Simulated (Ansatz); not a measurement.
Geometry optimisation, Ansatz 0.2.0, RKS PBE/def2-SVP.

input.yaml

```yaml
crystal:
  periodic: [false, false, false]
  atoms:
    - { symbol: B, position_ang: [0.012796, -0.573512, -0.435907] }
    - { symbol: H, position_ang: [0.020832, 0.146095, 1.851617] }
    - { symbol: Cl, position_ang: [1.532614, 0.215934, -0.826918] }
    - { symbol: Cl, position_ang: [-1.524653, 0.169221, -0.851051] }
    - { symbol: F, position_ang: [0.027841, -1.784333, 0.098921] }
    - { symbol: H, position_ang: [0.036471, -0.576006, 1.853738] }
basis:
  gaussian: { orbitals: def2-SVP }
hamiltonian:
  xc: pbe
relax:
  f_tol: 0.03
  max_steps: 50
```

Launched with:

```bash
$ ansatz run input.yaml --threads 1 --pin off --max-ram 2048MiB --backend cpu --events-out ev --progress --plain --runs-dir out
```

Question: Where does it end, and by what steps?

Answer: The run converged. After 11 steps the energy has fallen by 0.174 eV; H2 moved furthest, 0.54 Å.

```csv
step,energy less start (eV),largest force component (eV/Å),accepted
0,0.0000,1.825,yes
1,-0.1230,0.320,yes
2,0.0460,1.610,no
3,-0.0948,0.821,no
4,-0.1401,0.255,yes
5,-0.1587,0.178,yes
6,-0.1695,0.192,yes
7,-0.1705,0.183,yes
8,-0.1726,0.089,yes
9,-0.1733,0.110,yes
10,-0.1731,0.103,no
11,-0.1742,0.015,yes
```

```xyz
6
Properties=species:S:1:pos:R:3
B 0.017 -0.626 -0.715
H 0.020 0.260 2.376
Cl 1.536 0.176 -1.067
Cl -1.524 0.134 -1.064
F 0.034 -1.839 -0.181
H 0.024 -0.507 2.341
```

The run took 19 s on 1 thread of Intel(R) Xeon(R) Platinum 8488C (Sapphire Rapids), with other jobs on the host, peak memory 0.16 GiB.
